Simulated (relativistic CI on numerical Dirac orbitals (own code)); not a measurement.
**Ligand-field terms of d5**

Computed with a parametric ligand-field model of a d^n configuration (Racah B and C, spin-orbit zeta, crystal field), exact diagonalisation.

Field parameters in Wybourne normalisation: Oh B⁴₀ = 21Dq, B⁴₄ = √(5/14) B⁴₀; Td as Oh with Dq negative (B⁴₀ = 21Dq, B⁴₄ = √(5/14) B⁴₀). The field is a parameter set, without covalency.

(1) Ground term and bands for B = 890, C = 4100, ζ = 0 cm⁻¹, Td, 10Dq = -7250 cm⁻¹?

(2) Ground term and bands for B = 430, C = 2040, ζ = 0 cm⁻¹, Oh, 10Dq = 6250 cm⁻¹?

(3) Ground term and bands for B = 450, C = 1820, ζ = 0 cm⁻¹, Oh, 10Dq = 39400 cm⁻¹?

(4) Ground term and bands for B = 980, C = 4880, ζ = 0 cm⁻¹, Oh, 10Dq = 20550 cm⁻¹?

(5) Ground term and bands for B = 960, C = 3410, ζ = 0 cm⁻¹, Oh, 10Dq = 33600 cm⁻¹?

## Answers

(1) Ground term 6A1 with 2.00 electrons in the two orbitals of the cubic e set. Spin-allowed: none. Lowest spin-forbidden: 4T1 24801 cm⁻¹ (403 nm), 4T2 28019 cm⁻¹ (357 nm), 4A1+E 29400 cm⁻¹ (340 nm). A high-spin d5 ion has no spin-allowed d-d band, hence its pale colour.

(2) Ground term 6A1 with 2.00 electrons in the two orbitals of the cubic e set. Spin-allowed: none. Lowest spin-forbidden: 4T1 9780 cm⁻¹ (1023 nm), 4T2 12212 cm⁻¹ (819 nm), 2T2 12326 cm⁻¹ (811 nm). A high-spin d5 ion has no spin-allowed d-d band, hence its pale colour.

(3) Ground term 2T2 with 0.01 electrons in the two orbitals of the cubic e set. Spin-allowed: 2A2 36728 cm⁻¹ (272 nm), 2T1 36891 cm⁻¹ (271 nm), 2T2 38305 cm⁻¹ (261 nm), 2E 39255 cm⁻¹ (255 nm). Lowest spin-forbidden: 4T1 30347 cm⁻¹ (330 nm), 4T2 33863 cm⁻¹ (295 nm), 6A1 54446 cm⁻¹ (184 nm).

(4) Ground term 6A1 with 2.00 electrons in the two orbitals of the cubic e set. Spin-allowed: none. Lowest spin-forbidden: 4T1 17575 cm⁻¹ (569 nm), 2T2 18403 cm⁻¹ (543 nm), 4T2 23953 cm⁻¹ (417 nm). A high-spin d5 ion has no spin-allowed d-d band, hence its pale colour.

(5) Ground term 2T2 with 0.04 electrons in the two orbitals of the cubic e set. Spin-allowed: 2A2 29158 cm⁻¹ (343 nm), 2T1 29522 cm⁻¹ (339 nm), 2T2 31941 cm⁻¹ (313 nm), 2E 33914 cm⁻¹ (295 nm). Lowest spin-forbidden: 4T1 16966 cm⁻¹ (589 nm), 6A1 21004 cm⁻¹ (476 nm), 4T2 24116 cm⁻¹ (415 nm).
